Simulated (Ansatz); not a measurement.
`FBS` + `BS` → `BSBS` + H–F at 298.15 K and 1 bar (ligand exchange at a B–F bond).

Gas-phase electronic energies from Ansatz, PBE0-D4/def2-TZVP geometries. CCSD(T)/CBS is the MP2 limit (def2-TZVPP, def2-QZVPP) plus CCSD(T) − MP2 in def2-TZVPP, frozen cores. This one scheme is used for every species. One conformer a species, not always the lowest.

| species | CCSD(T)/CBS energy (Eh) | H − E (kJ/mol) | S (J/(mol·K)) |
| --- | --- | --- | --- |
| `FBS` | -523.64132 | 78.3 | 268.1 |
| `BS` | -424.38198 | 90.6 | 245.0 |
| `BSBS` | -847.60163 | 138.0 | 319.0 |
| H–F | -100.39570 | 33.5 | 173.6 |

H − E and S are ideal-gas, rigid-rotor, harmonic terms from PBE0-D4/def2-TZVP, for one conformer and one mirror image of each species. 1 Eh = 2625.50 kJ/mol, R = 8.31446 J/(mol·K).

By hand: ΔE, ΔH, ΔS and ΔG.

ΔE = (-847.60163) + (-100.39570) − (-523.64132) − (-424.38198) = 0.02597 Eh = 68.2 kJ/mol. Δ(H − E) = 138.0 + 33.5 − 78.3 − 90.6 = 2.6, so ΔH = 70.8 kJ/mol. ΔS = 319.0 + 173.6 − 268.1 − 245.0 = -20.5 J/(mol·K). ΔG = 70.8 − 298.15 × (-20.5)/1000 = 76.9 kJ/mol.

By hand: the equilibrium constant, and the temperature at which ΔG would vanish if ΔH and ΔS stayed fixed.

log₁₀ K = −ΔG/(RT ln 10) = -13.5. ΔH and −TΔS have one sign here, so there is no such temperature.

ΔH outweighs TΔS. A doubt of 5 kJ/mol in ΔE shifts log₁₀ K by 0.9 here. Other conformers and mirror images would add mixing entropy, several J/(mol·K) or more a flexible species. These are equilibria of isolated gas molecules and say nothing of rates. Largest T1 diagnostic: 0.015 (customary marks: 0.02 for closed shells, 0.045 for open ones).
